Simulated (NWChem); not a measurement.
## Correlation energy of diboron tetrachloride (B2Cl4)

SMILES: B(Cl)(Cl)B(Cl)Cl
```xyz
6

Cl    -1.0992    -1.0453     1.7415
B      0.0000     0.0000     0.8491
Cl     1.0992     1.0453     1.7415
B      0.0000     0.0000    -0.8491
Cl    -1.0992     1.0453    -1.7415
Cl     1.0992    -1.0453    -1.7415
```
Charge 0, spin multiplicity 1.

All runs are NWChem calculations. All single points use one geometry, from PBE/def2-SVP, a minimum by its harmonic frequencies. It is one conformer; others weren't searched.

Basis set: 6-31G*. Each correlation energy counts from its own Hartree-Fock reference.

The correlated methods keep 22 core orbitals frozen. The Pople sets run with spherical d functions. Coupled-cluster values serve here as a point of comparison, not as the truth.

```
method        correlation energy (mHa)
------------  ------------------------
MP2                             -663.5
SCS-MP2                         -640.4
CR-CCSD[T]                      -735.4
CR-CCSD(T)                         ___
CCSD                            -718.4
CCSD+T(CCSD)                    -742.8
CCSD(T)                            ___
```

Question: Some entries are withheld; supply them.

Answer: 
- CR-CCSD(T), correlation energy (mHa): -734.4
- CCSD(T), correlation energy (mHa): -741.4
